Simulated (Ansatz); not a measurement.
Two structures of SiH2ClF3, singlet, reached by relaxing down either side of one saddle point (PBE0-D4/def2-TZVP). Energies are electronic, without zero-point energy. Program: Ansatz 0.2.0. Basis: def2-TZVPP and def2-QZVPP. Cores are frozen in the correlated methods. Extrapolation: Hartree–Fock as exp(−7.88 √X), correlation as X^−2.97. First:

Si1  (-0.906, -0.777, -0.087)
F2  (0.295, -0.094, 0.683)
F3  (-0.318, -1.484, -1.360)
F4  (-1.887, 0.358, -0.547)
H5  (-1.579, -1.736, 0.785)
H6  (1.798, 1.402, 0.450)
Cl7  (2.597, 2.331, 0.076)
(Å)

Second:

```json
{"atom": "Si1", "x (Å)": "-0.8063", "y (Å)": "0.1016", "z (Å)": "-0.4058"}
{"atom": "F2", "x (Å)": "1.7753", "y (Å)": "-0.9193", "z (Å)": "1.2399"}
{"atom": "F3", "x (Å)": "-0.2055", "y (Å)": "-0.9308", "z (Å)": "-1.4298"}
{"atom": "F4", "x (Å)": "-2.1104", "y (Å)": "0.7130", "z (Å)": "-1.0465"}
{"atom": "H5", "x (Å)": "-1.1214", "y (Å)": "-0.5335", "z (Å)": "0.8716"}
{"atom": "H6", "x (Å)": "1.9405", "y (Å)": "-0.0572", "z (Å)": "0.9489"}
{"atom": "Cl7", "x (Å)": "0.5278", "y (Å)": "1.6263", "z (Å)": "-0.1784"}
```

Question: Which bonds change from the first to the second?

Answer: SiHF₃ ([F][SiH]([F])[F]) + HCl → SiHClF₂ ([F][SiH]([F])[Cl]) + HF; bonds formed: Si1–Cl7, F2–H6; bonds broken: Si1–F2, H6–Cl7.

Question: Give the saddle point's structure and its height above each. (Judge from chemistry; the value comes from the calculation.)

Answer: Computed: 1.835 eV above the first and 1.300 eV above the second (CCSD(T) at an estimated basis limit (MP2 extrapolated from triple and quadruple zeta, plus CCSD(T) − MP2 in triple zeta)).
Si1  (-0.477, -0.241, -0.120)
F2  (1.027, -0.684, 0.760)
F3  (-0.090, -1.159, -1.345)
F4  (-1.564, 0.724, -0.784)
H5  (-1.271, -0.797, 0.977)
H6  (1.451, 0.474, 0.562)
Cl7  (0.924, 1.683, -0.050)
(Å)

T1 diagnostic: at most 0.012.

Labels in which every atom is bracketed show which atoms are joined, not bond orders.

For scale, one of the runs: CCSD(T)/def2-TZVPP, 205 basis functions, launched by `ansatz run in.yaml --threads 4 --pin off --events-out ev --progress --plain --max-ram 9574MiB`. The run took 74 s on 4 CPU threads of an Arm Neoverse V1 (shared host), with 2.8 GiB of host memory at its peak.
